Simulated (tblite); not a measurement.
CdCl (SMILES [Cl][Cd+]), charge +1, singlet, at a GFN2-xTB geometry (such geometries of metal compounds can be far from the true shape); GFN1-xTB (tblite).

The tblite input:
```
$ tblite run mol.xyz --method gfn1 --charge 1 --spin 0 --spin-polarized --json tblite.json --no-restart

# file mol.xyz
2

Cd    -0.00000000    -0.00000000    -0.57706447
Cl     0.00000000     0.00000000     1.62935850
```

Q: What does tblite print? Leave out banner, timings and long lists.

A: 
```
xTB calculator
 | screened Coulomb repulsion
 | Coulomb electrostatics
 |  * isotropic Klopman-Ohno-Mataga-Nishimoto electrostatics
 |  * onsite third-order electrostatics
 | DFT-D3(BJ) dispersion correction
 | Interactions (1)
 | [1] spin polarization

halogen bonding energy    0.0000000000000E+00 Eh
repulsion energy          7.2722541592050E-03 Eh
dispersion energy        -4.3015753743813E-04 Eh
interaction energy        0.0000000000000E+00 Eh
number of electrons       8.0000000000000E+00 e
integral cutoff           4.0000000000000E+01 bohr

------------------------------------------------------------
  cycle        total energy    energy error   density error
------------------------------------------------------------
      1     -4.491579694383  -4.4984218E+00   4.5857687E-01
      2     -4.615299794454  -1.2372010E-01   1.6798433E-01
      3     -4.639545828521  -2.4246034E-02   6.6012434E-02
      4     -4.639550750496  -4.9219747E-06   3.9673534E-02
      5     -4.641062769920  -1.5120194E-03   3.0171753E-03
      6     -4.641070889565  -8.1196442E-06   1.3976971E-04
      7     -4.641070910617  -2.1051967E-08   5.0917069E-05
      8     -4.641070912174  -1.5572841E-09   2.1360509E-07
------------------------------------------------------------

electronic energy        -4.6479130087956E+00 Eh
total energy             -4.6410709121738E+00 Eh

Post processing:
 | Mayer-Wiberg bond orders

[Info] JSON dump of results written to 'tblite.json'
```
